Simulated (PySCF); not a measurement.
C2H4F2Si, SMILES F/C=C(/F)[SiH3].

The structure is a stationary point at B3LYP-D3(BJ)/def2-SVP. The structure was generated by enumeration; whether it is a known compound was not checked.

Calculation: CAM-B3LYP/def2-TZVP run with PySCF.

Isolated molecule, no solvent.

### Question
Estimate the frontier levels, gap, dipole moment and polarisability. (Estimate from the structure and the level; the computed values follow.)

### Answer

```
Quantity                                                                                                       Result
---------------------------------------------------------------------------------------------  ----------------------
highest occupied level                                                                                       -8.93 eV
lowest empty level                                                                                            0.65 eV
orbital gap                                                                                                   9.58 eV
dipole moment                                                                                                  0.21 D
quadrupole, principal values (traceless, Buckingham form, about the centre of nuclear charge)  -6.34, -0.08, 6.42 D·Å
mean static polarisability                                                                       51.7 bohr³ (7.66 Å³)
polarisability, principal values                                                               40.5, 49.1, 65.5 bohr³
```
